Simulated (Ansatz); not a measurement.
In₆Sb₆H₁₈, a cluster cut from wurtzite InSb (hydrogen-capped). The state is a singlet with charge 0. Geometry PBE-D4/def2-SVP, basis def2-TZVP, Ansatz.

| run | HOMO (eV) | LUMO (eV) |
| --- | --- | --- |
| A | -6.51 | -2.24 |
| B | -6.39 | -2.30 |
| C | -6.09 | -2.55 |
| D | -5.81 | -2.64 |
| E | -5.88 | -2.72 |
| F | -6.70 | -1.99 |

In the def2 sets In, Sb take a core potential; there is no spin–orbit coupling. B3LYP takes the VWN-RPA correlation. Single mean-field runs in def2-TZVP are fitted with def2-universal-jkfit.

Task: The runs used B3LYP, PBE, PBE0, r2SCAN, r2SCANh, revPBE. Estimate which is which.

Result: A B3LYP (20 % exact exchange); B r2SCANh (10 % exact exchange); C r2SCAN (0 % exact exchange); D revPBE (0 % exact exchange); E PBE (0 % exact exchange); F PBE0 (25 % exact exchange). Exact exchange lowers occupied and raises empty levels; among semilocal functionals meta-GGAs tend to open the gap a little, and such runs are hard to tell apart. The gap grows from 3.15 eV (PBE) to 4.71 eV (PBE0).
